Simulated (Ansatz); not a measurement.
`[SiH3][GeH2][GeH2][GeH3]` + H–F → `[F][GeH2][GeH3]` + `[SiH3][GeH3]` at 600 K and 1 bar (cleavage of the Ge–Ge bond).

Gas-phase electronic energies from Ansatz, PBE0-D4/def2-TZVP geometries. CCSD(T)/CBS is the MP2 limit (def2-TZVPP, def2-QZVPP) plus CCSD(T) − MP2 in def2-TZVPP, frozen cores. This one scheme is used for every species. For Ge outer-core shells are correlated without core-valence functions, which leaves a few kJ/mol of doubt a bond. Scalar relativity is left out up to krypton. One conformer a species, not always the lowest.

```tsv
species	CCSD(T)/CBS energy (Eh)	H − E (kJ/mol)	S (J/(mol·K))
`[SiH3][GeH2][GeH2][GeH3]`	-6523.43556	301.5	594.4
H–F	-100.39570	42.3	194.0
`[F][GeH2][GeH3]`	-4255.04883	161.7	417.7
`[SiH3][GeH3]`	-2368.78170	172.3	364.0
```

H − E and S are ideal-gas, rigid-rotor, harmonic terms from PBE0-D4/def2-TZVP, for one conformer and one mirror image of each species. 1 Eh = 2625.50 kJ/mol, R = 8.31446 J/(mol·K).

**Question.** By hand: ΔE, ΔH, ΔS and ΔG.

**Answer.** ΔE = (-4255.04883) + (-2368.78170) − (-6523.43556) − (-100.39570) = 0.00073 Eh = 1.9 kJ/mol. Δ(H − E) = 161.7 + 172.3 − 301.5 − 42.3 = -9.8, so ΔH = -7.9 kJ/mol. ΔS = 417.7 + 364.0 − 594.4 − 194.0 = -6.7 J/(mol·K). ΔG = -7.9 − 600 × (-6.7)/1000 = -3.9 kJ/mol.

**Question.** By hand: the equilibrium constant, and the temperature at which ΔG would vanish if ΔH and ΔS stayed fixed.

**Answer.** log₁₀ K = −ΔG/(RT ln 10) = 0.3. ΔG = 0 at ΔH/ΔS = 1179 K, though so small a ΔH makes that figure unsure.

TΔS isn't small against ΔH here. The sign of ΔG lies within the doubt. A doubt of 5 kJ/mol in ΔE shifts log₁₀ K by 0.4 here. Other conformers and mirror images would add mixing entropy, several J/(mol·K) or more a flexible species. Modes under 60 cm⁻¹, often nearly free rotors, make the harmonic entropy too high. These are equilibria of isolated gas molecules and say nothing of rates. Largest T1 diagnostic: 0.012 (customary marks: 0.02 for closed shells, 0.045 for open ones).
